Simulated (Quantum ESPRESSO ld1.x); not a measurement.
Values are calculated unless marked as measured or tabulated.
Question: Ionisation of the neodymium ion Nd2+, [Xe] 4f4, to Nd3+, [Xe] 4f3, under several functionals. Dirac Kohn-Sham, spin-unpolarised, spherical densities, point nucleus; open shells are shared between the two j in proportion to 2j + 1; ld1.x of Quantum ESPRESSO 7.5. The NIST Atomic Spectra Database gives 22.09 eV (semi-empirical). Rank these functionals by the error of their Delta-SCF ionisation energy: PBEsol; BP86; PW91; Slater X-alpha with alpha = 1; LDA (Slater exchange, Gunnarsson-Lundqvist correlation); RPBE; PW86 exchange with PBE correlation; PBE; rPW86 exchange with PBE correlation.

Answer: From best to worst: PW86 exchange with PBE correlation 22.254 eV (+0.164); RPBE 22.329 eV (+0.239); rPW86 exchange with PBE correlation 22.336 eV (+0.246); PBE 22.390 eV (+0.300); PBEsol 22.430 eV (+0.340); PW91 22.484 eV (+0.394); BP86 22.488 eV (+0.398); LDA (Slater exchange, Gunnarsson-Lundqvist correlation) 23.091 eV (+1.001); Slater X-alpha with alpha = 1 30.188 eV (+8.098). Spin polarisation and multiplet splitting are left out, so open shells lie too high by an amount that depends on their filling. Sharing an open shell by 2j + 1 raises it above the true ground level by a part of the spin-orbit splitting, which enters the differences from NIST.

Beside tabulated values, note that spin-unpolarised runs miss the spin-polarisation part of the exchange energy of open shells.
